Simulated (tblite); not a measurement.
Species: C4H14N2OSi2.
Geometry (GFN2-xTB, Å), atoms numbered from 1 in this order:
```xyz
23
C4H14N2OSi2 angstrom
C     -2.8761   -0.8215    0.9424
C     -1.9986   -0.7815   -0.3018
Si    -0.4394    0.2801   -0.0817
N     -0.9324    1.9350    0.0613
C      0.6893   -0.3244    1.3488
O      1.9653    0.3001    1.3105
C      2.8097   -0.1940    0.2831
Si     2.2843    0.3778   -1.4594
N      0.5756    0.1377   -1.4904
H     -3.7580   -1.4385    0.7771
H     -3.2103    0.1784    1.2087
H     -2.3275   -1.2322    1.7868
H     -1.7244   -1.8004   -0.5738
H     -2.5808   -0.3845   -1.1321
H     -1.6961    2.1683    0.6755
H     -0.2077    2.6316    0.1436
H      0.8226   -1.4151    1.3581
H      0.2780   -0.0411    2.3206
H      2.8560   -1.2904    0.3501
H      3.8029    0.1840    0.5327
H      2.8824   -0.4782   -2.4875
H      2.6618    1.7876   -1.6356
H      0.1186    0.2482   -2.3810
```

Computed values, GFN2-xTB/tblite, gas phase, harmonic and unscaled. Against measured fundamentals such values can be off by several per cent, at times by over 20. Modes of hydrogen on silicon can be 10 to 20 % off. One conformer, not necessarily the lowest.

Harmonic wavenumbers (cm⁻¹): 34.9, 48.1, 69.2, 112.5, 143.2, 164.5, 179.9, 216.8, 227.8, 256.9, 277.9, 293.1, 344.9, 423.7, 445.4, 515.8, 528.1, 565.4, 626.8, 664.0, 698.8, 712.4, 737.2, 762.7, 774.7, 784.8, 804.9, 831.6, 888.0, 952.2, 961.4, 982.9, 1023.5, 1084.8, 1096.0, 1167.0, 1187.6, 1244.9, 1275.2, 1288.6, 1298.0, 1300.0, 1416.8, 1458.0, 1464.3, 1486.6, 1504.9, 1513.0, 1517.5, 2190.4, 2236.3, 2852.9, 2859.4, 2954.4, 2966.8, 2989.1, 3002.1, 3013.4, 3030.0, 3036.5, 3460.6, 3466.7, 3497.7.

A = 1946, B = 777.6, C = 694.8 MHz; mass 162.064 u (most abundant isotopes); point group C1, symmetry number 1.

Q: What is the zero-point energy?

A: Half the sum of the wavenumbers: 39957 cm⁻¹ = 114.24 kcal/mol.

Q: Give the ideal-gas entropy at 273.15 K and 1 bar in the rigid-rotor, harmonic-oscillator model (classical rotation).

A: Translation 40.75, rotation 29.84, vibration 38.73: S = 109.3 cal/(mol K).

Q: And Cp and H(273.15 K) − H(0)?

A: Cp = 47.01 cal/(mol K), of which vibrations give 39.06 (their classical limit is 63 R = 125.2); H(273.15 K) − H(0) = 7.69 kcal/mol without the zero-point energy, 5.51 from vibrations.

Q: Which modes carry the vibrational entropy at 273.15 K?

A: 34.9 cm⁻¹: 5.36; 48.1 cm⁻¹: 4.72; 69.2 cm⁻¹: 4.00; 112.5 cm⁻¹: 3.06; 143.2 cm⁻¹: 2.59; 164.5 cm⁻¹: 2.33 cal/(mol K); the other 57 give 16.67 together.

Q: What must be added to the electronic energy to get the Gibbs energy at 273.15 K and 1 bar?

A: ZPE + [H(273.15 K) − H(0)] − T·S = 114.24 + 7.69 − 29.86 = 92.07 kcal/mol.

Q: Blend soft modes into free rotors: weight 1/[1 + (100 cm⁻¹/ν̃)⁴] for the oscillator and the rest for a rotor with moment μB/(μ + B), μ = h/(8π²ν), B = 10⁻⁴⁴ kg m². What vibrational entropy results?

A: 35.19 cal/(mol K) in place of 38.73, which changes −T·S at 273.15 K by +0.97 kcal/mol.

Hindered rotation and anharmonicity are outside this model. Other conformers, if any are populated, would add a mixing term that is left out. The structure is chiral; the term R ln 2 for an equal mix with its mirror image is left out.
